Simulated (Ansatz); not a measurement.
Species: InHF2, charge 0, singlet. InHF2 (SMILES [F][InH][F]).
B3LYP-D3(BJ)/def2-TZVP minimum from Ansatz (a program for electronic structure):
```
In
F 1 1.9484
F 1 1.9484 2 106.84
H 1 1.6859 2 126.58 3 -180.00
```
Charge 0, spin multiplicity 1.

Atomisation energy term by term, kcal/mol (programs: Ansatz). Open shells are spin-unrestricted; no spin-orbit coupling. Cores are frozen in correlated methods (noble-gas shells, and filled d and f shells in the p block). Past Kr the def2 sets carry scalar-relativistic core potentials. CBS(X,Y): correlation extrapolated as X^-3, Hartree-Fock from the larger set. A bracket is a step between two methods taken in the basis named. Where a partner has so few electrons that a lower coupled-cluster level is exact, that level stands in. Spin-orbit terms, left out, reach several kcal/mol for Br and I, and more for heavier atoms.

```json
[
 {"term": "Hartree-Fock", "basis": "def2-QZVPP", "kcal/mol": "174.48"},
 {"term": "CCSD correlation", "basis": "CBS(def2-TZVPP,def2-QZVPP)", "kcal/mol": "88.30"},
 {"term": "(T)", "basis": "CBS(def2-TZVPP,def2-QZVPP)", "kcal/mol": "7.21"},
 {"term": "CCSDT(Q) - CCSD(T)", "basis": "def2-TZVPP", "kcal/mol": "0.16"},
 {"term": "sum: De", "basis": "", "kcal/mol": "270.2"}
]
```

The step beyond CCSD(T) by other levels: CCSDT(Q) in def2-SVP 0.75 kcal/mol.
